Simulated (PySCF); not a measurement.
C6H7NOS.
SMILES with atom numbers: `[CH3:1][S@@:2](=[O:3])[c:4]1[cH:5][cH:6][cH:7][cH:8][n:9]1` (hydrogens: H10, H11, H12 on C1; H13 on C5; H14 on C6; H15 on C7; H16 on C8)

Geometry (PBE0-D3(BJ)/def2-TZVP, Å), atoms numbered from 1 in this order:
```
atom  x, y, z in Å
C1     2.5723    0.3299    0.8418
S2     1.8523    0.3574   -0.8071
O3     2.1984   -0.9203   -1.4738
C4     0.1437    0.2040   -0.2521
C5    -0.5831   -0.8968   -0.6696
C6    -1.9101   -0.9627   -0.2742
C7    -2.4319    0.0619    0.4990
C8    -1.6033    1.1187    0.8513
N9    -0.3307    1.1975    0.4806
H10    2.3618   -0.6385    1.2971
H11    3.6463    0.4705    0.7212
H12    2.1385    1.1460    1.4194
H13   -0.1009   -1.6569   -1.2716
H14   -2.5286   -1.8034   -0.5671
H15   -3.4644    0.0490    0.8253
H16   -1.9791    1.9386    1.4561
```

The closed-shell ground state was solved at several levels (PySCF, density fitting, gas phase, non-relativistic). One conformer (not necessarily the lowest) at the PBE0-D3(BJ)/def2-TZVP geometry, without solvent, vibrations or thermal averaging.

| level | basis functions | HOMO (eV) | LUMO (eV) | gap (eV) | dipole (D) |
| --- | --- | --- | --- | --- | --- |
| PBE0/pcSseg-2 | 429 | -6.76 | -1.40 | 5.36 | 3.85 |
| KT3/pcSseg-2 | 429 | -5.56 | -2.22 | 3.34 | 3.57 |
| B97-2/pcSseg-2 | 429 | -6.49 | -1.43 | 5.06 | 3.82 |

Q: What might wB97X-D/pcSseg-2 (429 basis functions) give for the same quantities?

A: HOMO -8.59 eV, LUMO 0.35 eV, gap 8.94 eV, dipole 3.94 D.

Q: Over all these levels, which gives the widest orbital gap and which the narrowest?

A: wB97X-D/pcSseg-2 (range-separated hybrid) has the widest, 8.94 eV, and KT3/pcSseg-2 (GGA) the narrowest, 3.34 eV. From the narrowest to the widest the HOMO moves by -3.03 eV and the LUMO by +2.57 eV.

Q: In the pcSseg-2 basis, how does the gap go with the fixed share of exact exchange?

A: KT3 (0 %) 3.34 eV; B97-2 (21 %) 5.06 eV; PBE0 (25 %) 5.36 eV. Each rise in the share widens the gap here.

Q: How far do the dipole and the HOMO energy spread over the levels?

A: The dipole runs from 3.57 to 3.94 D (mean 3.80 D) and the HOMO from -8.59 to -5.56 eV.
